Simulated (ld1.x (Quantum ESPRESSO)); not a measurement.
The numbers below are computed, except where a source is named.
**Pseudopotentials across the periodic table**

Generated with ld1.x 7.5 (TM, RRKJ, ultrasoft, PAW), atompaw 4.2 or ONCVPSP 4.0.1. The cutoff is in Ry: for ld1.x and atompaw files where the sum of valence levels is converged to 10 mRy in a Bessel basis, for ONCV files where the hardest occupied wave has 1 mHa per electron of residual kinetic energy. The error is the largest all-electron minus pseudo excitation energy over each file’s own four to seven test configurations (ionisations up to +4, promotions, holes and added fractions of an electron), all of which were solved. The labels leave out finer settings (local radius, basis sizes, second energies), which also bear on the numbers. Spin-polarised tests are not counted. The rows are a selection from randomly drawn settings: files with unsolved tests, undetermined cutoffs or missed reference levels are left out.

A true bound ghost makes a file unfit for plane-wave use even where its test errors are small: the radial tests pick states by their node count and pass the ghost by.

```csv
element,potential,cutoff (Ry),largest error (meV),bound ghosts
C,"PAW, PBE, scalar-relativistic, rc 1.50/2.80/2.95 (spd), local smoothed, core correction yes, reference 2s2 2p2",10,-90,none
Al,"PAW, PW91, scalar-relativistic, rc 1.70/2.40 (sp), local smoothed, core correction yes, reference 3s1 3p0",8,-17,none
Pm,"PAW, LDA (PZ), scalar-relativistic, rc 2.00/3.45/3.30 (spd), local smoothed, core correction yes, reference 5s2 5p6 5d1 6s1.5 6p0.5",12,-160,d
```

(1) Fill in the row for O: TM, PBEsol, non-relativistic, rc 0.90/1.45/1.40 (spd), local smoothed, core correction yes, reference 2s2 2p3.5.

(2) Fill in the row for Cd: PAW, PBE, scalar-relativistic, rc 2.60/3.40/2.05 (spd), local smoothed, core correction yes, reference 4d10 5s1 5p1.

## Answers

(1) cutoff 80 Ry, largest error +563 meV, bound ghosts: none.

(2) cutoff 25 Ry, largest error -614 meV, bound ghosts: none.
